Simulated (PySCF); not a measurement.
**Radial density of O³⁺ (oxygen, charge +3)**

UHF, [He] 2s2 2p1, 2P determinant. All numbers are calculated (PySCF 2.14, scalar relativity by spin-free X2C-1e, in x2c-SVPall (3s2p1d, 14 functions)).

```csv
r (bohr),4πr²ρ (e/bohr),4πr²(ρα − ρβ)
0.00337,0.04196,0.0000
0.00567,0.1170,0.0001
0.00953,0.3180,0.0003
0.0160,0.8162,0.0009
0.0270,1.907,0.0020
0.0454,4.020,0.0045
0.0763,6.916,0.0110
0.128,8.647,0.0398
0.216,6.307,0.1720
0.363,2.639,0.5226
0.611,2.741,1.0145
1.03,2.738,0.8019
1.73,0.5000,0.1306
2.91,0.01028,0.0032
4.89,1.109e-05,0.0000
```

Densities and radii are taken from the X2C orbitals without a picture-change correction, which distorts them close to the nucleus.
